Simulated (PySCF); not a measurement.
## Static response to an electric field

C₅H₄O₃.
Numbering: `[O:1]=[C:2]([OH:3])[c:4]1[cH:5][cH:6][o:7][cH:8]1` (hydrogens: H9 on O3; H10 on C5; H11 on C6; H12 on C8)

Cartesian coordinates in Å at the GFN2-xTB level; atoms count from 1:
```
atom  x, y, z in Å
O1     2.173   -1.223    0.654
C2     1.572   -0.340    0.094
O3     2.192    0.610   -0.623
C4     0.119   -0.175    0.109
C5    -0.661    0.836   -0.525
C6    -1.950    0.552   -0.211
O7    -2.023   -0.550    0.562
C8    -0.781   -0.985    0.754
H9     3.150    0.460   -0.605
H10   -0.289    1.642   -1.121
H11   -2.873    1.035   -0.465
H12   -0.630   -1.862    1.351
```

Level: wB97X-D/def2-SVPD (PySCF), static field, nuclei fixed, core orbitals frozen in the response. The polarisability tensor in these axes (au):

```
x    85.06  -3.72  -1.31
y    -3.72  61.38 -13.40
z    -1.31 -13.40  51.10
```

Diagonalise the tensor; give its mean and Δα, where Δα² is half the sum of the squared differences of the eigenvalues.

Principal values 41.65, 70.23 and 85.65 au; mean 65.85 au = 9.76 Å³ = 10.86 × 10⁻⁴⁰ C²·m²/J; Δα = 38.67 au (59 % of the mean).

What is the dipole moment, and where does it point?

(-0.93, 1.59, -1.03) D, 2.11 D in size, pointing from the negative to the positive side. Measured along this direction, the outermost atoms are O1 at the negative end and H11 at the positive end.

Find the Langevin capture rate constant for O2+ (31.990 u) meeting this molecule (112.016 u), k = 2.342 × 10⁻⁹ cm³/s × √(α in Å³ / reduced mass in u).

The reduced mass is 24.88 u, so k = 1.47 × 10⁻⁹ cm³/s. The formula leaves out the permanent dipole, which adds to the capture rate.

Molar refractivity from α?

Lorentz–Lorenz: R = (4π/3)N_A α = 2.5225 cm³/(mol·Å³) × 9.76 Å³ = 24.6 cm³/mol, in the limit of long wavelengths.

Give the principal axes and the span of the nuclei along them.

Largest value along (0.99, -0.17, 0.03), where the nuclei span 6.03 Å; middle along (0.15, 0.80, -0.57), 4.29 Å; least along (0.07, 0.57, 0.82), 0.00 Å. The response follows the extents in order.

What are the principal values of the traceless quadrupole moment, Θ = ½Σq(3rr − r²1), about the centre of nuclear charge?

-4.16, -4.10, 8.26 D·Å. The values depend on the origin, since the dipole doesn't vanish. The electronic extent ⟨r²⟩ about the same centre is 899 bohr², a root-mean-square distance of 2.08 Å for the 58 electrons.

What would n − 1 = 2πNα be for an ideal gas of these molecules at 400 K and 1 atm, electronic part alone?

N = p/kT = 1.8347 × 10¹⁹ cm⁻³, so n − 1 = 2π × N × 9.76 × 10⁻²⁴ cm³ = 1125 × 10⁻⁶ at long wavelengths, for an ideal gas.

Geometry: GFN2-xTB, one conformer, isolated molecule.
